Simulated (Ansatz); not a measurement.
Relaxation of CH$_{3}$AlO$_{2}$S (8 atoms, charge 0, multiplicity 1), to a largest force component of 0.015 eV/Å in at most 40 steps.

The calculation used Ansatz, RKS CAM-B3LYP-D4/cc-pVDZ.

```xyz
8
Properties=species:S:1:pos:R:3
O 1.591 -1.150 1.244
C 0.746 -0.281 0.813
S 0.561 1.307 1.617
Al -0.286 -0.675 -0.761
O -1.549 0.553 -1.402
H -0.470 0.819 2.478
H -0.201 -2.100 -1.479
H -2.350 0.388 -0.897
```

Where does it end, and by what steps?

The run converged. After 21 steps the energy has fallen by 1.303 eV; H6 moved furthest, 1.05 Å.

| step | energy less start (eV) | largest force component (eV/Å) | accepted |
| --- | --- | --- | --- |
| 0 | 0.0000 | 3.971 | yes |
| 1 | -0.5386 | 1.967 | yes |
| 2 | -0.6058 | 2.680 | yes |
| 3 | -0.7240 | 2.618 | yes |
| 4 | -0.9926 | 0.469 | yes |
| 5 | -1.0446 | 0.274 | yes |
| 6 | -1.1055 | 0.623 | yes |
| 7 | -1.1603 | 1.023 | yes |
| 8 | -1.2402 | 0.451 | yes |
| 9 | -1.2654 | 1.149 | yes |
| 10 | -1.2963 | 0.294 | yes |
| 11 | -1.2996 | 0.123 | yes |
| 12 | -1.3010 | 0.048 | yes |
| 13 | -1.3018 | 0.043 | yes |
| 14 | -1.3024 | 0.044 | yes |
| 15 | -1.3026 | 0.026 | yes |
| 16 | -1.3028 | 0.022 | yes |
| 17 | -1.3029 | 0.031 | yes |
| 18 | -1.3030 | 0.035 | yes |
| 19 | -1.3029 | 0.039 | no |
| 20 | -1.3030 | 0.019 | yes |
| 21 | -1.3030 | 0.013 | yes |

```xyz
8
Properties=species:S:1:pos:R:3
O 1.898 -0.945 0.951
C 0.840 -0.376 0.852
S 0.410 0.913 2.079
Al -0.395 -0.856 -0.664
O -1.762 0.116 -1.012
H -0.809 1.185 1.554
H -0.116 -2.119 -1.552
H -2.023 0.942 -0.595
```

The run took 65 s on 2 threads of Arm Neoverse V1, on a shared host, peak memory 0.23 GiB.
